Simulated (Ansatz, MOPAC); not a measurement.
Gas-phase reaction in SMILES: N[Si](N)(N)O + H+ -> N[Si](N)([NH3+])O (at N, the best of the heteroatom sites tried; carbon was not tried)

Wanted: proton affinity (enthalpy at 298 K), in kcal/mol. Positive where the reaction releases energy. Set-up: no dispersion term unless named; frozen cores in correlated levels; non-relativistic; no spin-orbit coupling. Basis-set limits of correlation are two-point, X^-3; Hartree-Fock from the larger set. First-principles rows: single points at B3LYP-D3(BJ) geometries (Ansatz, an electronic-structure program), with unscaled harmonic terms from B3LYP/6-31G* (Ansatz) at its own minima. Semi-empirical rows: MOPAC heats of formation at their own minima for 298 K, the proton's as measured.

```
species            coefficient  E at HF/STO-3G (Ansatz), Eh  E at PBE/def2-TZVPD (Ansatz), Eh  H(298 K) - E, kcal/mol  heat of formation at MNDO (MOPAC), kcal/mol
-----------------  -----------  ---------------------------  --------------------------------  ----------------------  -------------------------------------------
N[Si](N)(N)O                +1                   -524.81028                        -533.03606                   64.74                                      -133.64
H+                          +1                      0.00000                           0.00000                    1.48                                       365.69
N[Si](N)([NH3+])O           -1                   -525.27780                        -533.40258                   73.93                                        13.12
```

Coupled cluster (Ansatz) is a level with limits of its own, used here on species with T1 under 0.025 (0.045 for open shells) and stable references: CCSD(T)/CBS(cc-pV(T+d)Z,cc-pV(Q+d)Z). Value to compare with, CCSD(T)/CBS(cc-pV(T+d)Z,cc-pV(Q+d)Z) (Ansatz): 222.6 kcal/mol. 1 Eh = 627.5095 kcal/mol.

Work the quantity out at each level, and compare with CCSD(T)/CBS(cc-pV(T+d)Z,cc-pV(Q+d)Z) (Ansatz).


- HF/STO-3G: the sum of coefficient times E is 0.46752 Eh, or 293.37 kcal/mol; the thermal terms add -7.71. Result: 285.7 kcal/mol. Its difference against CCSD(T)/CBS(cc-pV(T+d)Z,cc-pV(Q+d)Z) (Ansatz) is 63.1 kcal/mol.
- PBE/def2-TZVPD: the sum of coefficient times E is 0.36652 Eh, or 229.99 kcal/mol; the thermal terms add -7.71. Result: 222.3 kcal/mol. Its difference against CCSD(T)/CBS(cc-pV(T+d)Z,cc-pV(Q+d)Z) (Ansatz) is -0.3 kcal/mol.
- MNDO: the sum of coefficient times heat of formation is 218.93 kcal/mol; it needs no thermal term. Its difference against CCSD(T)/CBS(cc-pV(T+d)Z,cc-pV(Q+d)Z) (Ansatz) is -3.7 kcal/mol.
